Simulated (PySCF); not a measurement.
# Ne²⁺: excitation energy

Ne²⁺ [He] 2s2 2p4 (3P) → Ne²⁺ [He] 2s2 2p3 3s1, s spin flipped, as a difference of total energies. Computed with PySCF 2.14 in aug-cc-pVQZ with one added diffuse shell each of s, p, d, f, g type (7s6p5d4f3g, 105 functions), with no relativity, point nucleus. Correlated levels: valence: 1s2 frozen. The calculations carry no spin-orbit coupling.

| method | excitation energy (eV) |
| --- | --- |
| UHF | 38.246 |
| LDA | 39.343 |
| PBE | 39.614 |
| PBE0 | 39.560 |
| r2SCAN | 39.689 |
| revPBE | 39.548 |
| M06-2X | 38.623 |
| BHandHLYP | 39.389 |
| r2SCAN0 | 39.552 |
| MP2 (valence) | 39.228 |
| SCS-MP2 (valence) | 39.383 |

Task: How much does correlation contribute at MP2 (valence)?

Result: 39.228 − (38.246) = 0.982 eV, measured against UHF.

The upper determinant mixes two multiplicities, so it lies between the two terms.

The promoted electron is Rydberg-like, and one or two diffuse shells describe it only roughly, which tends to raise the upper state.
